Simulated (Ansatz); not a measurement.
`[F][Al]1[CH]=[C]1[SiH3]` + `OB(O)F` → `OB(F)O[SiH3]` + `[F][Al]1[CH]=[CH]1`  (ligand exchange at the Si–C bond)

Gas-phase electronic energies from Ansatz, PBE0-D4/def2-TZVP geometries. CBS: MP2 limit from def2 TZ/QZ plus the TZ coupled-cluster correction, frozen cores. DFT in def2-TZVPP. Each species was taken in one conformer, which may not be the lowest.

```
         level  ΔE (kcal/mol)
       r2SCAN0          -18.0
CCSD/CBS(def2)          -18.9
```

(1) What does CCSD(T)/CBS give? (Estimate.)

Largest T1 diagnostic among the species: 0.014.

Results:

(1) Computed: -18.1 kcal/mol. The listed levels differ from it by 0.1, -0.8 kcal/mol.

In def2-TZVPP, CCSD(T) changes the Hartree–Fock value by +4.6 kcal/mol (the triples alone add +0.8 kcal/mol) and MP2 by +4.8 kcal/mol. At CCSD(T), def2-SVP lies +2.1 kcal/mol from the extrapolated value and def2-TZVPP +0.0 kcal/mol. From BLYP to BHLYP (50 % exact exchange), in def2-TZVPP and without D4, ΔE moves by −2.7 kcal/mol.
